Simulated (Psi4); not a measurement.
C$_{3}$H$_{3}$, doublet (typed; the unrestricted solution is spin-contaminated), geometry from GFN2-xTB; MP2/6-31G* run with Psi4.

Psi4 was given this input:
```
memory 2 GB

molecule {
0 2
C     0.00140388   -0.01899720    0.10918779
C     0.01684836   -0.22799011    1.31038999
C    -0.01571971    0.21271738   -1.22260886
H     0.03012627   -0.40766541    2.34308704
H     0.89984787    0.24626573   -1.78481618
H    -0.94516933    0.36701923   -1.74008438
}

set {
  basis 6-31g*
  reference uhf
}

energy('mp2')
print_variables()
```

What the program printed (banner, timings and long lists left out):

```
    SCF Algorithm Type (re)set to DF.

   => Loading Basis Set <=

    Name: 6-31G*
    Role: ORBITAL
    Keyword: BASIS

         ---------------------------------------------------------
                                   SCF
               by Justin Turney, Rob Parrish, Andy Simmonett
                          and Daniel G. A. Smith
                              UHF Reference
         ---------------------------------------------------------

  ==> Geometry <==

    Molecular point group: c1
    Full point group: C1

    Geometry (in Angstrom), charge = 0, multiplicity = 2:

       Center              X                  Y                   Z               Mass
    ------------   -----------------  -----------------  -----------------  -----------------
         C            0.001017541594    -0.013769304999     0.079140086965    12.000000000000
         C            0.016462021594    -0.222762214999     1.280342286965    12.000000000000
         C           -0.016106048406     0.217945275001    -1.252656563035    12.000000000000
         H            0.029739931594    -0.402437514999     2.313039336965     1.007825032230
         H            0.899461531594     0.251493625001    -1.814863883035     1.007825032230
         H           -0.945555668406     0.372247125001    -1.770132083035     1.007825032230

  Running in c1 symmetry.

  Rotational constants: A =      9.77980  B =      0.32431  C =      0.31390 [cm^-1]
  Rotational constants: A = 293191.09282  B =   9722.56312  C =   9410.49982 [MHz]
  Nuclear repulsion =   53.828601772690561

  Charge       = 0
  Multiplicity = 2
  Electrons    = 21
  Nalpha       = 11
  Nbeta        = 10

  ==> Algorithm <==

  SCF Algorithm Type is DF.
  DIIS enabled.
  MOM disabled.
  Fractional occupation disabled.
  Guess Type is SAD.
  Energy threshold   = 1.00e-08
  Density threshold  = 1.00e-08
  Integral threshold = 1.00e-12

  ==> Primary Basis <==

  Basis Set: 6-31G*
    Blend: 6-31G*
    Number of shells: 24
    Number of basis functions: 51
    Number of Cartesian functions: 51
    Spherical Harmonics?: false
    Max angular momentum: 2

   => Loading Basis Set <=

    Name: (6-31G* AUX)
    Role: JKFIT
    Keyword: DF_BASIS_SCF

  ==> Integral Setup <==

  SCF_SUBTYPE=INCORE selected. In-core MEM_DF algorithm will be used.
  Using in-core AOs.

  ==> MemDFJK: Density-Fitted J/K Matrices <==

    J tasked:                   Yes
    K tasked:                   Yes
    wK tasked:                   No
[...]
  @DF-UHF Final Energy:  -115.24968278190647
    Total Energy =                       -115.2496827819064720
[...]
 Magnitude           :                                                    0.0281927

 ------------------------------------------------------------------------------------

  //>>>>>>>>>>>>>>>>>>>>>>>>>>>>>>>>>>>//
  //               DFMP2               //
  //<<<<<<<<<<<<<<<<<<<<<<<<<<<<<<<<<<<//

   => Loading Basis Set <=

    Name: (6-31G* AUX)
    Role: RIFIT
    Keyword: DF_BASIS_MP2

	 --------------------------------------------------------
	                          DF-MP2
	      2nd-Order Density-Fitted Moller-Plesset Theory

	        Rob Parrish, Justin Turney, Andy Simmonett,
	           Ed Hohenstein, and C. David Sherrill
	 --------------------------------------------------------

	 --------------------------------------------------------
	                 NBF =    51, NAUX =   210
	 --------------------------------------------------------
	   CLASS    FOCC     OCC    AOCC    AVIR     VIR    FVIR
	   ALPHA       0      11      11      40      40       0
	    BETA       0      10      10      41      41       0
	 --------------------------------------------------------

	-----------------------------------------------------------
	 ==================> DF-MP2 Energies <====================
	-----------------------------------------------------------
	 Reference Energy          =    -115.2496827819064720 [Eh]
	 Singles Energy            =      -0.0000000000000000 [Eh]
	 Same-Spin Energy          =      -0.0880637178845450 [Eh]
	 Opposite-Spin Energy      =      -0.2592131599676091 [Eh]
	 Correlation Energy        =      -0.3472768778521540 [Eh]
	 Total Energy              =    -115.5969596597586246 [Eh]
	-----------------------------------------------------------
	 ================> DF-SCS-MP2 Energies <==================
	-----------------------------------------------------------
	 SCS Same-Spin Scale       =       0.3333333333333333 [-]
	 SCS Opposite-Spin Scale   =       1.2000000000000000 [-]
	 SCS Same-Spin Energy      =      -0.0293545726281816 [Eh]
	 SCS Opposite-Spin Energy  =      -0.3110557919611309 [Eh]
	 SCS Correlation Energy    =      -0.3404103645893125 [Eh]
	 SCS Total Energy          =    -115.5900931464957893 [Eh]
	-----------------------------------------------------------

  Variable Map:
  ----------------------------------------------------------------------------
[...]
  Array Variable Map:
  ----------------------------------------------------------------------------
[...]
[...]
```
